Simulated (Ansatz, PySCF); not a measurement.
Reaction 4 R1 → 2 P1 + P2, each structure at its B3LYP-D3(BJ)/def2-SVP stationary point, reached from a drawn start (curvature not checked).
R1: AlBr2 (SMILES [Br][Al][Br]), charge 0, multiplicity 2.
P1, AlBr (SMILES [Al][Br]) (charge 0, multiplicity 1):
```xyz
2

Al    -0.0096    -0.0194    -1.1640
Br     0.0096     0.0194     1.1640
```
P2: Al2Br6 (SMILES [Br][Al-]1([Br])[Br+][Al-]([Br])([Br])[Br+]1), charge 0, multiplicity 1.

P less R. No zero-point or thermal terms; singlets are restricted closed shells; open shells are unrestricted; no spin–orbit coupling.

Programs: Ansatz (a first-principles code) with Gaussian orbitals; PySCF for the D3/D4 terms. Each number belongs to the level named beside it.

Task: Give the reaction energy at the level PBE/def2-TZVPP.

Result: -4.16 eV

Task: Estimate the reaction energy that B3LYP/def2-TZVPP returns for this input.

Result: -4.19 eV

Task: Give the reaction energy at the level B3LYP-D3(BJ)/def2-TZVPP.

Result: -4.70 eV
